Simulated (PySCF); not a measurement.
## Computed properties of Al(Cl)(SeH)2 (AlClH2Se2), SMILES [Cl][Al]([SeH])[SeH]

Al(Cl)(SeH)2 (AlClH2Se2), SMILES [Cl][Al]([SeH])[SeH]. The structure is a stationary point at B3LYP-D3(BJ)/def2-SVP. The structure was generated by enumeration; whether it is a known compound was not checked. The values are those of a single conformer. All values are computed for the isolated molecule unless a solvent is named; none is compared with measurement here.

**Structure.** The optimised structure has C2v symmetry. All 12 harmonic modes at B3LYP-D3(BJ)/def2-SVP (PySCF) are real, so it is a minimum. With heavy atoms numbered as in [Al:1]([Cl:2])([SeH:3])[SeH:5], the shortest bond between them is Al1–Cl2 at 2.105 Å and the longest Al1–Se3 at 2.313 Å.

**Vibrations.** The strongest infrared lines (harmonic, unscaled, degenerate partners summed) lie at 548 cm⁻¹ (105 km/mol, Al 44 %, Cl 31 %, H 22 %), 472 cm⁻¹ (80 km/mol, Al 72 %, H 16 %, Se 12 %), 643 cm⁻¹ (28 km/mol, H 73 %, Al 22 %). The softest mode is at 91 cm⁻¹ and the zero-point energy is 11.6 kcal/mol.

**Electronic structure.** CAM-B3LYP/def2-TZVP (PySCF) places the frontier levels at -8.73 and -0.15 eV, a gap of 8.58 eV, and gives a dipole moment of 1.84 D and a mean polarisability of 89.7 bohr³. PBE/def2-TZVP (PySCF) at the same geometry gives -6.35 and -1.89 eV, so its gap is 4.12 eV narrower. An orbital gap is neither the optical nor the fundamental gap.

**Excitations.** TDA-PBE0/def2-SVPD (PySCF) has S1 at 4.91 eV (252 nm, f = 0.000, dark); the most intense of the 10 singlets computed lies at 6.49 eV (f = 0.18). T1 (TDA) is at 4.63 eV, 0.28 eV under S1. TDA-PBE/def2-SVPD (PySCF) puts S1 at 4.41 eV. No vertical singlet excitation falls in the visible range (under 3.1 eV).

**NMR.** GIAO shifts at B3LYP/pcSseg-1 (PySCF) (non-relativistic, atoms alike by connectivity averaged): ¹H at 0.7 ppm against TMS. Without spin–orbit terms, shifts of atoms bonded to Cl or Br come out too high.
